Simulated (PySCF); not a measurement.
## Correlation energy of Mn⁺ (manganese, charge +1)

[Ar] 3d5 4p1, high-spin 7P determinant (an excited configuration). Calculation: PySCF 2.14, in dyall-av2z (16s12p7d2f, 101 functions); no relativity, point nucleus. Frozen: [Ar]; 6 electrons correlated; the 25 highest virtual orbitals of each spin left out.

| level | correlation energy (mhartree) |
| --- | --- |
| CCSD | -77.40 |
| (T) | -1.00 |
| CCSD(T) | -78.40 |

Diagnostics: T1 = 0.0098, D1 = 0.0241, largest double amplitude 0.018.

Cost of the coupled-cluster step: roughly 13 core-seconds, for 6 correlated electrons.
